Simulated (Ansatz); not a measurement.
Reaction (redistribution): `NP(O)S` + `[F][In]([F])[SiH3]` → `OP([SiH3])S` + `[NH2][In]([F])[F]`

Isolated molecules relaxed with PBE0-D4/def2-TZVP in Ansatz; ΔE leaves out vibrations. CCSD(T)/CBS is the MP2 limit (def2-TZVPP, def2-QZVPP) plus CCSD(T) − MP2 in def2-TZVPP, frozen cores. DFT in def2-TZVPP. def2 core potentials past Kr. For In outer-core shells are correlated without core-valence functions, which leaves a few kJ/mol of doubt a bond. One conformer a species, not always the lowest.

Question: Is it downhill or uphill in electronic energy at CCSD(T)/CBS, and by how much? (Estimate.)

Answer: Ansatz gave: Uphill: ΔE = +52.4 kJ/mol.

Question: What do these levels give: BLYP-D4, r2SCANh-D4, r2SCAN, MP2/def2-SVP, CCSD/def2-TZVPP, SCS-MP2/def2-QZVPP? (An estimate is asked.)

Answer: The calculation gave: BLYP-D4 54.7, r2SCANh-D4 59.0, r2SCAN 57.9, MP2/def2-SVP 47.7, CCSD/def2-TZVPP 54.8, SCS-MP2/def2-QZVPP 52.7 kJ/mol.

Largest T1 diagnostic among the species: 0.016.

In def2-TZVPP, CCSD(T) changes the Hartree–Fock value by −14.4 kJ/mol (the triples alone add −4.0 kJ/mol) and MP2 by −13.7 kJ/mol. From BLYP to BHLYP (50 % exact exchange), in def2-TZVPP and without D4, ΔE moves by +7.2 kJ/mol.
